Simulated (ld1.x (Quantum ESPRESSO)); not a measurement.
## PBEsol PAW dataset for tantalum, fully relativistic all-electron reference.

Input for ld1.x (Quantum ESPRESSO) 7.5:

```
&input
   title='Ta', zed=73., rel=2, dft='PBESOL', iswitch=3,
   config='[Xe] 4f14 5d2 6s0 6p0', rel_dist='average',
   nld=5, rlderiv=3.40, eminld=-4.0, emaxld=5.0, deld=0.02
 /
 &inputp
   pseudotype=3, lpaw=.true., tm=.true., lloc=-1, rcloc=2.30,
   nlcc=.true., new_core_ps=.true., rcore=2.05,
   which_augfun='BESSEL', rmatch_augfun=1.40,
   file_pseudopw='Ta.UPF', file_wfcaegen='ae.wfc', file_wfcncgen='nc.wfc', file_beta='beta', file_chi='chi', file_wfcusgen='us.wfc'
 /
6
6S  1  0   0.00   0.00  2.30  2.50  0.0
6S  1  0   0.00  -0.20  2.30  2.50  0.0
6P  2  1   0.00   0.00  2.75  3.15  0.0
6P  2  1   0.00  -0.25  2.75  3.15  0.0
5D  3  2   2.00   0.00  1.60  2.20  0.0
5D  3  2   0.00  -1.75  1.60  2.20  0.0
 &test
   configts(1)='5d2 6s0 6p0'
 /
```

Command:

```bash
ld1.x < Ta.in > Ta.out
```

Resulting log (shortened: banner, matrices, multipoles, cross overlaps and the repeated all-electron block are left out):

```
Program LD1 v.7.5
     --------------------------- All-electron run ----------------------------

     Ta
     dirac relativistic calculation

     atomic number is 73.00
     dft =PBESOL   lsd =0 sic =0 latt =0  beta=0.20 tr2=1.0E-14
     Exchange-correlation= PBESOL
                           (   1   4  10   8   0   0   0)
     mesh =1273 r(mesh) = 100.43799 a.u. xmin = -7.00 dx = 0.01250
     1 Ry =  13.60569312 eV, c = 137.03599908

     n l j   nl                  e(Ry)          e(Ha)          e(eV)
     Spin orbit split results
     1 0 0.5 1S 1( 2.00)     -4945.1884     -2472.5942    -67282.7153
     2 0 0.5 2S 1( 2.00)      -850.8051      -425.4026    -11575.7934
     2 1 0.5 2P 1( 2.00)      -813.1992      -406.5996    -11064.1384
     2 1 1.5 2P 1( 4.00)      -719.8859      -359.9429     -9794.5462
     3 0 0.5 3S 1( 2.00)      -196.4697       -98.2348     -2673.1058
     3 1 0.5 3P 1( 2.00)      -179.7655       -89.8828     -2445.8349
     3 1 1.5 3P 1( 4.00)      -159.6790       -79.8395     -2172.5434
     4 0 0.5 4S 1( 2.00)       -41.6797       -20.8399      -567.0816
     4 1 0.5 4P 1( 2.00)       -34.7981       -17.3991      -473.4527
     4 1 1.5 4P 1( 4.00)       -30.1671       -15.0835      -410.4442
     3 2 1.5 3D 1( 4.00)      -131.4825       -65.7413     -1788.9112
     3 2 2.5 3D 1( 6.00)      -127.1064       -63.5532     -1729.3706
     5 0 0.5 5S 1( 2.00)        -7.4145        -3.7072      -100.8789
     5 1 0.5 5P 1( 2.00)        -5.4082        -2.7041       -73.5820
     5 1 1.5 5P 1( 4.00)        -4.7496        -2.3748       -64.6218
     4 2 1.5 4D 1( 4.00)       -18.8632        -9.4316      -256.6471
     4 2 2.5 4D 1( 6.00)       -18.0126        -9.0063      -245.0736
     4 3 2.5 4F 1( 6.00)        -3.9620        -1.9810       -53.9064
     4 3 3.5 4F 1( 8.00)        -3.8160        -1.9080       -51.9197
     5 2 1.5 5D 1( 0.80)        -2.1759        -1.0880       -29.6046
     5 2 2.5 5D 1( 1.20)        -2.1150        -1.0575       -28.7757
     6 0 0.5 6S 1( 0.00)        -1.9857        -0.9929       -27.0168
     6 1 0.5 6P 1( 0.00)        -1.5332        -0.7666       -20.8598
     6 1 1.5 6P 1( 0.00)        -1.4340        -0.7170       -19.5107
     Averaged results
     1 0     1S 1( 2.00)     -4945.1884     -2472.5942    -67282.7153
     2 0     2S 1( 2.00)      -850.8051      -425.4026    -11575.7934
     2 1     2P 1( 6.00)      -750.9903      -375.4952    -10217.7436
     3 0     3S 1( 2.00)      -196.4697       -98.2348     -2673.1058
     3 1     3P 1( 6.00)      -166.3745       -83.1873     -2263.6406
     4 0     4S 1( 2.00)       -41.6797       -20.8399      -567.0816
     4 1     4P 1( 6.00)       -31.7108       -15.8554      -431.4470
     3 2     3D 1(10.00)      -128.8569       -64.4284     -1753.1869
     5 0     5S 1( 2.00)        -7.4145        -3.7072      -100.8789
     5 1     5P 1( 6.00)        -4.9691        -2.4846       -67.6085
     4 2     4D 1(10.00)       -18.3528        -9.1764      -249.7030
     4 3     4F 1(14.00)        -3.8786        -1.9393       -52.7711
     5 2     5D 1( 2.00)        -2.1393        -1.0697       -29.1073
     6 0     6S 1( 0.00)        -1.9857        -0.9929       -27.0168
     6 1     6P 1( 0.00)        -1.4671        -0.7335       -19.9604

     final scf error:  7.9E-15 reached in  29 iterations

     Etot =  -31239.004138 Ry,  -15619.502069 Ha, -425028.303763 eV

     Ekin =   35073.526975 Ry,   17536.763488 Ha,  477199.644764 eV
     Encl =  -77787.407676 Ry,  -38893.703838 Ha,-1058351.597668 eV
     Eh   =   12098.638434 Ry,    6049.319217 Ha,  164610.361733 eV
     Exc  =    -623.761871 Ry,    -311.880935 Ha,   -8486.712592 eV

     normalization and overlap integrals

     s(1S/1S) =  1.000000  <r> =   0.0187  <r2> =    0.0005  r(max) =   0.0116
     s(2S/2S) =  1.000000  <r> =   0.0783  <r2> =    0.0073  r(max) =   0.0670
     s(2P/2P) =  1.000000  <r> =   0.0649  <r2> =    0.0052  r(max) =   0.0503
     s(2P/2P) =  1.000000  <r> =   0.0727  <r2> =    0.0064  r(max) =   0.0570
     s(3S/3S) =  1.000000  <r> =   0.2044  <r2> =    0.0479  r(max) =   0.1891
     s(3P/3P) =  1.000000  <r> =   0.1943  <r2> =    0.0440  r(max) =   0.1776
     s(3P/3P) =  1.000000  <r> =   0.2089  <r2> =    0.0506  r(max) =   0.1915
     s(4S/4S) =  1.000000  <r> =   0.4588  <r2> =    0.2379  r(max) =   0.4315
     s(4P/4P) =  1.000000  <r> =   0.4645  <r2> =    0.2459  r(max) =   0.4315
     s(4P/4P) =  1.000000  <r> =   0.4977  <r2> =    0.2820  r(max) =   0.4593
     s(3D/3D) =  1.000000  <r> =   0.1830  <r2> =    0.0393  r(max) =   0.1491
     s(3D/3D) =  1.000000  <r> =   0.1875  <r2> =    0.0412  r(max) =   0.1529
     s(5S/5S) =  1.000000  <r> =   1.0970  <r2> =    1.3521  r(max) =   0.9847
     s(5P/5P) =  1.000000  <r> =   1.2092  <r2> =    1.6545  r(max) =   1.0613
     s(5P/5P) =  1.000000  <r> =   1.3085  <r2> =    1.9371  r(max) =   1.1440
     s(4D/4D) =  1.000000  <r> =   0.5166  <r2> =    0.3097  r(max) =   0.4593
     s(4D/4D) =  1.000000  <r> =   0.5281  <r2> =    0.3235  r(max) =   0.4651
     s(4F/4F) =  1.000000  <r> =   0.6320  <r2> =    0.5062  r(max) =   0.4369
     s(4F/4F) =  1.000000  <r> =   0.6426  <r2> =    0.5243  r(max) =   0.4424
     s(5D/5D) =  1.000000  <r> =   1.8103  <r2> =    3.7936  r(max) =   1.4874
     s(5D/5D) =  1.000000  <r> =   1.8560  <r2> =    3.9851  r(max) =   1.5251
     s(6S/6S) =  1.000000  <r> =   2.6840  <r2> =    8.0362  r(max) =   2.4523
     s(6P/6P) =  1.000000  <r> =   3.1132  <r2> =   10.8278  r(max) =   2.8138
     s(6P/6P) =  1.000000  <r> =   3.3065  <r2> =   12.2003  r(max) =   3.0330

     ------------------------ End of All-electron run ------------------------

     --------------------- Generating PAW atomic setup --------------------

      Generating local potential from pseudized AE potential:
      Matching radius rcloc =   2.3000

      Local pseudo, rcloc= 2.304 Estimated cut-off energy=     4.33 Ry

      Computing core charge for nlcc:

       r > 2.06 : true rho core
      Core charge pseudized with two Bessel functions
      Integrated core pseudo-charge :   9.45

     Fully relativistic calculation: |psi|^2

     Wfc 6S LC norm =  0.99992278 SC norm =  0.00007609 missing  0.00000113
     Speed at rcutus      0.714 a.u.,  v/c =  0.005211,  (v/c)^2 =  0.00002715

     Wfc 6P LC norm =  0.99994094 SC norm =  0.00005863 missing  0.00000044
     Speed at rcutus      0.508 a.u.,  v/c =  0.003708,  (v/c)^2 =  0.00001375

     Wfc 6P LC norm =  0.99994625 SC norm =  0.00005061 missing  0.00000314
     Speed at rcutus      0.550 a.u.,  v/c =  0.004017,  (v/c)^2 =  0.00001613

     Wfc 5D LC norm =  0.99985497 SC norm =  0.00014499 missing  0.00000004
     Speed at rcutus      0.724 a.u.,  v/c =  0.005284,  (v/c)^2 =  0.00002792

     Wfc 5D LC norm =  0.99986203 SC norm =  0.00013756 missing  0.00000041
     Speed at rcutus      0.756 a.u.,  v/c =  0.005515,  (v/c)^2 =  0.00003041
      Wfc-us  6S rcutus= 2.483  Estimated cut-off energy=     7.27 Ry
      Wfc-us  6S rcutus= 2.483  Estimated cut-off energy=    10.25 Ry
      Wfc-us  6P rcutus= 3.188  Estimated cut-off energy=     7.64 Ry
      Wfc-us  6P rcutus= 3.188  Estimated cut-off energy=     7.49 Ry
      Wfc-us  6P rcutus= 3.188  Estimated cut-off energy=    11.39 Ry
      Wfc-us  6P rcutus= 3.188  Estimated cut-off energy=    10.22 Ry
      Wfc-us  5D rcutus= 2.191  Estimated cut-off energy=    24.28 Ry
      Wfc-us  5D rcutus= 2.191  Estimated cut-off energy=    24.20 Ry
      Wfc-us  5D rcutus= 2.191  Estimated cut-off energy=    26.28 Ry
      Wfc-us  5D rcutus= 2.191  Estimated cut-off energy=    25.72 Ry

     Required augmentation: BESSEL   radius:    1.400000
     Suggested rho cutoff for augmentation:  49.60 Ry

     Estimated PAW energy = -627.249537 Ryd

     ------------------- End of pseudopotential generation -------------------

     Computing logarithmic derivative in   3.41545
     Computing logarithmic derivative in   3.41545
     Computing the partial wave expansion
     R is outside the sphere for l=    0 j= 0.50
     R is outside the sphere for l=    0 j= 0.50
     R is outside the sphere for l=    1 j= 0.50
     R is outside the sphere for l=    1 j= 0.50
     R is outside the sphere for l=    1 j= 1.50
     R is outside the sphere for l=    1 j= 1.50
     R is outside the sphere for l=    2 j= 1.50
     R is outside the sphere for l=    2 j= 1.50
     R is outside the sphere for l=    2 j= 2.50
     R is outside the sphere for l=    2 j= 2.50

     ---------------------- Testing the pseudopotential ----------------------

     Ta
     dirac relativistic calculation

     atomic number is 73.00   valence charge is  5.00
     dft = SLA  PW   PSX  PSC   lsd =0 sic =0 latt =0  beta=0.20 tr2=1.0E-14
     mesh =1273 r(mesh) = 100.43799 xmin = -7.00 dx = 0.01250

     n l  j  nl             e AE (Ry)       e PS (Ry)    De AE-PS (Ry)
     3 2 1.5 5D   1( 0.80)       -2.17590       -2.17590        0.00000
     3 2 2.5 5D   1( 1.20)       -2.11498       -2.11498        0.00001
     1 0 0.5 6S   1( 0.00)       -1.98570       -1.98570        0.00000
     2 1 0.5 6P   1( 0.00)       -1.53317       -1.53317        0.00000
     2 1 1.5 6P   1( 0.00)       -1.43401       -1.43401        0.00000

     eps = 9.2E-17  iter =  3

     Etot =  -31239.004138 Ry,  -15619.502069 Ha, -425028.303763 eV
     Etotps =  -627.249542 Ry,    -313.624771 Ha,   -8534.164777 eV

     Ekin =      21.431202 Ry,      10.715601 Ha,     291.586351 eV
     Encl =     -26.886446 Ry,     -13.443223 Ha,    -365.808731 eV
     Ehrt =       1.967568 Ry,       0.983784 Ha,      26.770126 eV
     Ecxc =    -623.761865 Ry,    -311.880933 Ha,   -8486.712524 eV
     (Ecc =     -11.814194 Ry,      -5.907097 Ha,    -160.740294 eV)

     ---------------------- End of pseudopotential test ----------------------
```

Generation and configuration tests took about 1.7 s on one core of a shared server CPU.

Transferability test of the new file with ld1.x, input:

```
&input
   title='Ta', zed=73., rel=2, dft='PBESOL', iswitch=2,
   config='[Xe] 4f14 5d2 6s0 6p0', rel_dist='average'
 /
 &test
   file_pseudo='Ta.UPF', nconf=8,
   configts(1)='5d2 6s0 6p0',
   configts(2)='5d3 6s2 6p0',
   configts(3)='5d3 6s1 6p0',
   configts(4)='5d3 6s0 6p0',
   configts(5)='5d3 6s0 6p2',
   configts(6)='5d3.5 6s1.5 6p0',
   configts(7)='5d3 6s1.5 6p0',
   configts(8)='5d3 6s1 6p1'
 /
```

```bash
ld1.x < Ta.test.in > Ta.test.out
```

Pseudopotential blocks of its output, shortened (energy terms left out):

```
     ---------------------- Testing the pseudopotential ----------------------

     n l  j  nl             e AE (Ry)       e PS (Ry)    De AE-PS (Ry)
     3 2 1.5 5D   1( 0.80)       -2.17590       -2.17590        0.00000
     3 2 2.5 5D   1( 1.20)       -2.11498       -2.11498        0.00001
     1 0 0.5 6S   1( 0.00)       -1.98570       -1.98570        0.00000
     2 1 0.5 6P   1( 0.00)       -1.53317       -1.53317        0.00000
     2 1 1.5 6P   1( 0.00)       -1.43401       -1.43401        0.00000

     eps = 7.6E-17  iter =  3

     Etot =  -31239.004137 Ry,  -15619.502069 Ha, -425028.303763 eV
     Etotps =  -627.249542 Ry,    -313.624771 Ha,   -8534.164776 eV

     ---------------------- End of pseudopotential test ----------------------
```

The test run then stopped with an error in new_paw_hamiltonian: “negative rho”.
